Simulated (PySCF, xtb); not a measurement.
SiFCl2, SMILES F[Si](Cl)Cl, multiplicity 2.

Harmonic wavenumbers (cm⁻¹) from GFN2-xTB (xtb) at its own minimum, in rising order: 127, 187, 234, 457, 544, 776.

What does PBE0-D3(BJ)/def2-SVP (PySCF) give at its own minimum? (The exact figures need the calculation; the answer reports its results.)

165, 227, 285, 518, 610, 910. Paired by order, the mean absolute difference is 65 cm⁻¹ and the zero-point energies are 3.3 and 3.9 kcal/mol.
